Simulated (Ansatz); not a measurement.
A structure relaxed at r2SCAN-D4/def2-SVP in Ansatz, charge 0, multiplicity 9:

Cartesian coordinates in Å:
```
Co -0.691 -0.160 -1.814
Co 0.174 -1.113 0.029
Co -0.165 1.113 -0.032
Co 0.683 0.160 1.817
```

Task: Give its formula and point group.

Result: Co4 (the lowest multiplicity 9 isomer of a short search). Point group D2h (tolerance 0.1 Å).

Task: Summarise the bond lengths by kind (pairs closer than 1.2 times the sum of covalent radii, bridged metal pairs left out).

Result: 5 × Co–Co 2.25 Å.

The charge 0 multiplicity 9 is spin-contaminated (final ⟨S²⟩ up to 20.85, 20.00 for a pure state). The relaxation made no stability test and no search for a lower SCF solution. The structure comes from a short search, and lower isomers may exist.
